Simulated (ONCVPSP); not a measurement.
## B: one change to an ONCV potential, before and after

```json
{
 "Element": "boron",
 "Generator": "ONCVPSP 4.0.1",
 "Type": "optimised norm-conserving Vanderbilt (ONCV)",
 "Functional": "PBE",
 "Relativity": "scalar-relativistic",
 "Frozen core": "[He]",
 "Valence charge": "3",
 "Reference configuration": "2s2 (charge +1)",
 "Partial waves": "2s: rc 1.60 bohr, ncon 3, nbas 6, qcut 4.2 1/bohr, 1 projector; p scattering state at 0.39 Ha: rc 1.20 bohr, ncon 4, nbas 8, qcut 7.7 1/bohr, 3 projectors, debl 2.9 Ha; d scattering state at 0.18 Ha: rc 1.75 bohr, ncon 3, nbas 6, qcut 6 1/bohr, 2 projectors, debl 1.8 Ha",
 "Local potential": "polynomial inside 0.95 bohr (lpopt 1, dvloc0 6 Ha)",
 "Core correction": "Teter function, fcfact 2.25, rcfact 1.75"
}
```

In the p channel the program set the typed energies aside and used 0.050, 2.950, 5.850 Ha.

All-electron outer shells of the reference configuration (PBE, scalar-relativistic, ld1.x):

```json
{"shell": "1s", "level (eV)": "-193.63", "outermost node (bohr)": "–", "outermost maximum (bohr)": "0.21"}
{"shell": "2s", "level (eV)": "-19.51", "outermost node (bohr)": "0.46", "outermost maximum (bohr)": "1.44"}
```

Change: all radii but the core radius scaled by about 1.08 (s 1.72, p 1.30, d 1.88 bohr); local potential polynomial inside 1.02 bohr (lpopt 1, dvloc0 6 Ha).

Cutoffs: the cutoffs (Ha) at which the residual kinetic energy of the hardest occupied pseudo-wave falls to 1 and 0.1 mHa per electron; they do not see the model core or the augmentation charge, which bear on the density cutoff. Errors are all-electron minus pseudo energies relative to the spin-unpolarised reference configuration.

**Question.** How do hardness, ghosts and transferability respond?

**Answer.** The potential gets softer (8.6 Ha and 32 Ha → 7.6 Ha and 25 Ha); of the 4 tests that both files solve, the error grows in 3 and shrinks in 0 by more than 15 % and 0.3 meV (median size 10.4 → 12.5 meV); neither file shows a bound ghost. A larger radius leaves more room for a smooth pseudo-wave, so fewer plane waves are needed. More of the atom is replaced by a form fitted at one configuration, so other configurations suffer.

```tsv
quantity	base	changed
cutoff, loose	8.6 Ha	7.6 Ha
cutoff, tight	32 Ha	25 Ha
bound ghosts	none	none
GHOST(+) flags under 300 eV	none	none
error for 2s2 2p1, meV [ΔE -8.22 eV]	+15	+18
error for 2s1, meV [ΔE 25.42 eV]	+2.5	-3.5
error for 2s2 2p0.5, meV [ΔE -5.33 eV]	+5.9	+7.0
error for 2s0 2p3, meV [ΔE 3.50 eV]	+64	+69
rms error of d²Exc/dni dnj with the model core, mHa	1.64	1.69
```

Changed file: The cutoffs count occupied waves only; projector 1 of the p channel, the hardest unoccupied one, needs 20 Ha at the loose tolerance.
